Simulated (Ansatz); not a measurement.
This geometry of CH7BNSSb (12 atoms, charge 0, multiplicity 1) is a first-order saddle point.

Method: RKS PBE0-D4/def2-SVP in Ansatz 0.2.0.

```xyz
12
Properties=species:S:1:pos:R:3
B -0.463 2.267 -0.028
S -0.723 1.111 1.278
C -0.172 -0.502 0.592
N -0.961 -0.849 -0.555
Sb 1.988 -0.425 0.077
H 0.058 1.935 -1.063
H -0.820 3.397 0.191
H -0.255 -1.179 1.464
H -1.947 -0.943 -0.307
H -0.649 -1.725 -0.967
H 2.293 -1.961 0.796
H 1.728 -1.180 -1.444
```

(1) Which two structures does it join? (They come from a converged band through this point; their orientation in space is the band's.)

(2) How far does it lie above each of them?

Results:

(1) No bond is made or broken. The dihedral H8–C3–Sb5–H12 goes from 59 to 171°.

Image 0:

```xyz
12
Properties=species:S:1:pos:R:3
B -0.311 2.186 0.696
S -0.540 0.627 1.490
C -0.232 -0.637 0.201
N -1.035 -0.406 -0.967
Sb 1.898 -0.589 -0.384
H 0.020 2.265 -0.458
H -0.507 3.147 1.396
H -0.415 -1.587 0.737
H -2.028 -0.385 -0.731
H -0.895 -1.144 -1.655
H 2.379 -1.484 1.003
H 1.743 -2.049 -1.293
```

Image 6:

```xyz
12
Properties=species:S:1:pos:R:3
B -0.516 2.154 -0.292
S -0.494 1.258 1.225
C -0.150 -0.508 0.779
N -0.872 -0.939 -0.370
Sb 2.033 -0.696 0.550
H -0.331 1.612 -1.349
H -0.735 3.334 -0.174
H -0.388 -1.032 1.726
H -1.858 -1.098 -0.173
H -0.475 -1.771 -0.794
H 1.907 -2.309 -0.054
H 1.956 -0.060 -1.041
```

(2) 0.072 eV above the first and 0.056 eV above the second. This is the barrier of this one path; another mechanism may lie lower.

Time of the run: 4.7 min on 2 threads of Arm Neoverse V1, on a shared host, peak memory 0.32 GiB.
